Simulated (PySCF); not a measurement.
```xyz
3
charge 0 multiplicity 3, angstrom
Ru    0.0000    0.0000   -0.0201
H     1.1805    0.0000    1.0155
H    -1.1805    0.0000    1.0155
```

Level of theory: UPBE0 in PySCF with Ru def2-TZVP with ECP28, H def2-TZVP; scalar-relativistic core potentials, no spin–orbit coupling; density-fitted integrals.

This geometry of RuH₂ is a stationary point at this level.

What is the point group?

C2v.

Is it a minimum?

Yes: all harmonic wavenumbers are real.

List the harmonic modes with their infrared intensities.


```tsv
symmetry	ω (cm⁻¹)	IR (km/mol)	type
a1	718	60.0	bend
b2	2039	226	stretch
a1	2113	56.6	stretch
```

Give the ideal-gas entropy at 298.15 K and 1 bar by parts.

translation 166.8, rotation 56.8, vibration 1.2, spin 9.1; total 233.9 J/(mol K).

What is the atomisation energy, with and without zero-point energy?

515 kJ/mol without, 486 kJ/mol with.

In C2v the vibrations span 2a1 + b2. Here b1 is antisymmetric to the molecular plane and b2 lies in it.

Other isomers or separated fragments may lie lower. Other spin states or occupations of the open shell can lie lower. At this level a triplet minimum of C2v symmetry lies 4 kJ/mol below this structure.
